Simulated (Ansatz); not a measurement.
Single points on C2H8BN⁺, that is BMe2(NH2) with one electron fewer.

```yaml
crystal:
  periodic: [false, false, false]
  atoms:
    - {symbol: B, position_ang: [-0.098473, -0.169111, 0.000962]}
    - {symbol: C, position_ang: [1.485248, -0.179933, 0.007194]}
    - {symbol: H, position_ang: [1.932458, -1.186989, -0.006384]}
    - {symbol: H, position_ang: [1.866529, 0.345234, 0.900635]}
    - {symbol: H, position_ang: [1.881073, 0.378083, -0.859069]}
    - {symbol: C, position_ang: [-0.891223, 1.201656, -0.024447]}
    - {symbol: H, position_ang: [-1.987623, 1.092552, -0.006937]}
    - {symbol: H, position_ang: [-0.624285, 1.781278, -0.925553]}
    - {symbol: H, position_ang: [-0.600227, 1.832419, 0.833688]}
    - {symbol: N, position_ang: [-0.802138, -1.379189, 0.021692]}
    - {symbol: H, position_ang: [-0.348943, -2.283588, 0.033561]}
    - {symbol: H, position_ang: [-1.812395, -1.432411, 0.024656]}
basis:
  gaussian: {orbitals: def2-TZVP, initial_orbitals: start.molden}
total_charge: 1
magnetization: {spin_polarized: true, initial_magnetization: 1}
hamiltonian: {xc: pbe0, dispersion: d4}
scf: {omitted_lower_state_checks: [starts]}
output: {orbitals: {seedname: orbitals}}
```

The file start.molden holds the orbitals of an earlier run on this structure, at another level or in another basis.

```sh
$ ansatz run in.yaml --threads 4 --pin off --events-out ev --progress --plain --max-ram 3916MiB
```

Output, abridged:

```
Functional definition: PBE0
1036 factors; their error is unknown
mean field evaluation 1: about -4356.4836 eV, gradient 6.8e1 eV
mean field evaluation 2: about -4358.5656 eV, gradient 2.0e0 eV
mean field evaluation 4: about -4358.5673 eV, gradient 3.0e-1 eV
mean field evaluation 8: about -4358.5676 eV, gradient 2.2e-5 eV
mean field -4358.56758773 eV, -160.1744045059 hartree, gradient 1.0e-5 eV, S^2 0.762138; 0 other end points of the search recorded, 0 dependent functions left out
reference -4358.56761563 eV, -160.1744055311 hartree; 16, 15 occupied and 156, 157 virtual orbitals, 1036 factors
Total energy: -4358.69401045 eV, -160.1790504551 hartree
Checks for a lower state left out: starts
```

Hardware: 4 threads of Arm Neoverse V1 on a shared host. Wall time 6 s.

As the first input, with `hamiltonian: {xc: pbe, dispersion: d4}` (abridged; 2.3 s):

```
Functional definition: PBE
mean field -4358.05711107 eV, -160.1556448345 hartree, gradient 5.9e-5 eV, S^2 0.754060
Total energy: -4358.20852004 eV, -160.1612090116 hartree
Checks for a lower state left out: starts
```

First input, but with `hamiltonian: {xc: r2scan, dispersion: d4}` (abridged; 5.5 s):

```
Functional definition: r2SCAN
mean field -4361.46877288 eV, -160.2810210935 hartree, gradient 2.1e-5 eV, S^2 0.762721
Total energy: -4361.50701095 eV, -160.2824263169 hartree
Checks for a lower state left out: starts
```

Geometry: PBE0-D4/def2-SVP, that of the neutral singlet.

At PBE-D4/def2-TZVP the gap within one spin of the charge 1 doublet nearly closes, so an electron or hole may be smeared out by delocalisation error.
